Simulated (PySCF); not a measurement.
Species: C₃H₈NSi (doublet state).
SMILES with atom numbers: `[CH3:1]/[CH:2]=[N:3]/[SiH:4][CH3:5]` (hydrogens: H6, H7, H8 on C1; H9 on C2; H10 on Si4; H11, H12, H13 on C5)

Geometry (GFN2-xTB, Å), atoms numbered from 1 in this order:
```
atom  x, y, z in Å
C1     2.4851    0.7710    0.0452
C2     1.5033   -0.2758    0.4409
N3     0.2385   -0.1167    0.1732
Si4   -1.1919   -0.9038    0.3651
C5    -2.6724    0.0420   -0.3182
H6     3.0493    1.1165    0.9135
H7     1.9663    1.6137   -0.4025
H8     3.2051    0.3738   -0.6738
H9     1.8944   -1.1545    0.9481
H10   -1.5379   -2.1762    0.9917
H11   -3.3662   -0.6307   -0.8152
H12   -2.3570    0.7922   -1.0354
H13   -3.2209    0.5490    0.4711
```

The hyperfine couplings belong to this conformer and change with its torsions.

Theory: UKS B3LYP, pcH-1 on C H N Si, non-relativistic, mean-field spin-orbit, GIAO in PySCF. Geometry: GFN2-xTB, one conformer, isolated molecule. The geometry wasn't refined by DFT: couplings that depend on bond lengths, twists or pyramidal angles can differ widely from those at the functional's own minimum, by a factor of two or more for some ions and for spin on atoms past the first row. Stability of the SCF solution: not tested.

The Mulliken spin populations are largest on Si4 (+0.80), C2 (+0.45) and N3 (-0.17). The positive populations add up to 1.31 and the negative ones to -0.31, together 2S = 1. The angles at Si4 add up to 360.0°, so it is planar; its axial dipolar tensor and the negative coupling of its proton fit spin in a p orbital normal to that plane.

Q: McConnell's relation a(H) = Q·ρ ties the coupling of a proton on a planar π carbon to the spin population of that carbon. What Q do the computed values give?

A: 
```tsv
H	C	ρ(C)	a(H) (G)	a/ρ (G)
H9	C2	+0.450	-10.89	-24.2
```

One proton gives one ratio, Q = -24.2 G, and no test of linearity.

Q: List the C–H protons on four-coordinate carbons next to a three-coordinate spin centre, with their couplings and θ (C–H bond against the normal to the plane of the centre's neighbours, projected along the bond that joins the two).

A: 
```csv
β H,on,centre,θ (°),cos²θ,a (G)
H6,C1,C2,34,0.69,+16.62
H7,C1,C2,87,0.00,+0.61
H8,C1,C2,27,0.79,+19.24
H11,C5,Si4,49,0.43,+8.36
H12,C5,Si4,71,0.11,+2.51
H13,C5,Si4,11,0.96,+19.74
```

Fitting the Heller–McConnell form a = ρ(B0 + B2 cos²θ), with Mulliken ρ = 0.45 and 0.80, gives B0 = 0.5 G and B2 = 31.6 G, with a largest miss of 7.8 G.

Q: What would the freely rotating methyl group on C1 show?

A: Three equal couplings, a 1:3:3:1 quartet. The mean of the three values of this geometry estimates the splitting: 12.2 G, or 34.1 MHz (three bonds 120° apart have a mean cos²θ of 1/2 at any torsion).

Couplings in gauss use g_iso = 2.0030.

Time: 30 s wall (grids of density and orbitals included); peak memory 0.71 GiB. Hardware: Arm Neoverse V2, one thread, no GPU, shared host.
